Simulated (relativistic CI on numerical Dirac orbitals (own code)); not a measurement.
Spin-allowed bands of a d7 ion in a tetrahedral site, by hand

Problem. Take Δ = 3450 cm⁻¹ and B = 600 cm⁻¹ for a d7 ion in a tetrahedral site. Calculate the three spin-allowed bands.

Working.
1. The terms of highest spin are 4F (energy 0) and 4P (15B = 9000 cm⁻¹). Here the F term splits into A2 at −1.2Δ = -4140, T2 at −0.2Δ = -690 and T1 at +0.6Δ = 2070 cm⁻¹.
2. The two T1 states mix through the element 0.4Δ: H = [[2070, 1380], [1380, 9000]], with roots ½(H₁₁ + H₂₂) ∓ ½√[(H₂₂ − H₁₁)² + 4H₁₂²] = ½(11070) ∓ ½(7459) = 1805 and 9265 cm⁻¹.
3. The ground term is 4A2 at -4140 cm⁻¹.
4. Bands: 4T2 3450 cm⁻¹ (2899 nm), 4T1(F) 5945 cm⁻¹ (1682 nm), 4T1(P) 13405 cm⁻¹ (746 nm).

Check. Exact diagonalisation of the whole d7 shell with these parameters gives 4T2 3450, 4T1 5945, 4T1 13405 cm⁻¹. The match is exact, since without spin-orbit coupling no other term has this spin. The ratio of the second band to the first, 1.723, depends on Δ/B = 5.8 alone, which is how a Tanabe-Sugano diagram is read.
